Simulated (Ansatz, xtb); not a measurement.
**Two isomers of C3H3F3O3**

Structure X: `COC(=O)OC(F)(F)F`, a singlet. Structure Y: `O=COCOC(F)(F)F`, a singlet. Both are isolated molecules in the gas phase, relaxed with PBE-D3(BJ)/def2-SVP; the shapes shown needn't be the lowest conformers.

X (Å):

```yaml
atoms:
  - { symbol: C, position_ang: [-0.7090, -1.6147, 1.5535] }
  - { symbol: C, position_ang: [-1.4035, 0.1978, 0.2623] }
  - { symbol: C, position_ang: [-1.8383, 1.9406, -1.2872] }
  - { symbol: F, position_ang: [-3.1346, 1.6421, -1.4435] }
  - { symbol: F, position_ang: [-1.3450, 2.3568, -2.4564] }
  - { symbol: F, position_ang: [-1.7259, 2.9294, -0.3908] }
  - { symbol: O, position_ang: [-0.5483, -0.8213, 0.3676] }
  - { symbol: O, position_ang: [-2.2732, 0.5185, 1.0325] }
  - { symbol: O, position_ang: [-1.0924, 0.8305, -0.9277] }
  - { symbol: H, position_ang: [0.0617, -2.4025, 1.4936] }
  - { symbol: H, position_ang: [-0.5616, -0.9967, 2.4614] }
  - { symbol: H, position_ang: [-1.7210, -2.0649, 1.5895] }
```

Y (Å):

```xyz
12

C    -0.4464   -0.6324    1.1126
C    -1.2583    0.3818   -0.8835
C     0.8194    1.1121   -1.7736
F     0.6721    2.3607   -1.2760
F     1.6001    0.4276   -0.9061
F     1.4475    1.1855   -2.9474
O    -0.2660    0.4183    1.6751
O    -0.9717   -0.7980   -0.1378
O    -0.3798    0.4999   -1.9880
H    -0.2278   -1.6466    1.5295
H    -2.2641    0.2537   -1.3212
H    -1.1976    1.2692   -0.2218
```

Task: Estimate E(Y) − E(X) at the level CCSD(T)/def2-SVP + ΔMP2/def2-TZVPP.

Result: Calculated at CCSD(T)/def2-SVP + ΔMP2/def2-TZVPP: E(Y) − E(X) = +0.313 eV, so structure X lies lower.

How the difference moves with the method:

| level | geometry | E(Y) − E(X) (eV) | departure from the last row (eV) | job, with rough time for the two |
| --- | --- | --- | --- | --- |
| GFN2-xTB | GFN2-xTB | +0.640 | +0.327 | optimisation, 0.29 s |
| HF/STO-3G | GFN2-xTB | +0.485 | +0.172 | single point, 0.46 s |
| r2SCAN-D4/def2-SVP | GFN2-xTB | +0.409 | +0.095 | single point, 4.1 s |
| PBE-D3(BJ)/def2-SVP | PBE-D3(BJ)/def2-SVP | +0.355 | +0.041 | optimisation, 32 s |
| HF/def2-SVP | PBE-D3(BJ)/def2-SVP | +0.425 | +0.112 | part of the CCSD(T) run |
| MP2/def2-SVP | PBE-D3(BJ)/def2-SVP | +0.406 | +0.093 | part of the CCSD(T) run |
| CCSD(T)/def2-SVP | PBE-D3(BJ)/def2-SVP | +0.365 | +0.052 | single point |
| CCSD(T)/def2-SVP + ΔMP2/def2-TZVPP | PBE-D3(BJ)/def2-SVP | +0.313 |  | single point, 2.2 min |

As drawn, both hold the same kinds of bond in the same numbers. Structure X has 1 methyl group, Y 0.

None of the levels shown reverses the order. The largest departure from CCSD(T)/def2-SVP + ΔMP2/def2-TZVPP is that of GFN2-xTB, 0.327 eV. The last row adds to CCSD(T) the change of the MP2 difference between the two basis sets, here −0.052 eV.

With thermal terms from frequencies at re-optimised GFN2-xTB minima (ideal gas, soft modes damped towards free rotors, one conformer each, 298.15 K, 1 atm): on the last row, ΔE + ΔZPE = +0.317, ΔH = +0.301, ΔG = +0.344 eV.

The correlated steps freeze 9 core orbitals. Run with Ansatz 0.2.0, xtb 6.7.1; the last row on 4 threads of Arm Neoverse V1 on a shared host.
